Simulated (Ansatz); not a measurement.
Cu(AsH3)H (CuAsH₄). The state is a singlet with charge 0. Geometry B3LYP-D4/def2-TZVP, basis def2-TZVP, Ansatz.

```csv
run,HOMO (eV),LUMO (eV)
A,-6.09,-0.58
B,-5.23,-1.55
C,-5.68,-0.96
D,-5.10,-1.22
E,-8.74,1.61
F,-5.54,-0.92
```

LC-ωPBE has ω = 0.4 bohr⁻¹. HSE06 is defined as in plane-wave codes, on full-range PBE exchange.

**Question.** The runs used HSE06, LC-ωPBE, LDA (SPW92), PBE0, r2SCAN, r2SCANh. Estimate which is which.

**Answer.** A PBE0 (25 % exact exchange); B LDA (SPW92) (0 % exact exchange); C HSE06 (range-separated); D r2SCAN (0 % exact exchange); E LC-ωPBE (range-separated); F r2SCANh (10 % exact exchange). Exact exchange lowers occupied and raises empty levels; among semilocal functionals meta-GGAs tend to open the gap a little, and such runs are hard to tell apart. The gap grows from 3.69 eV (LDA (SPW92)) to 10.34 eV (LC-ωPBE).
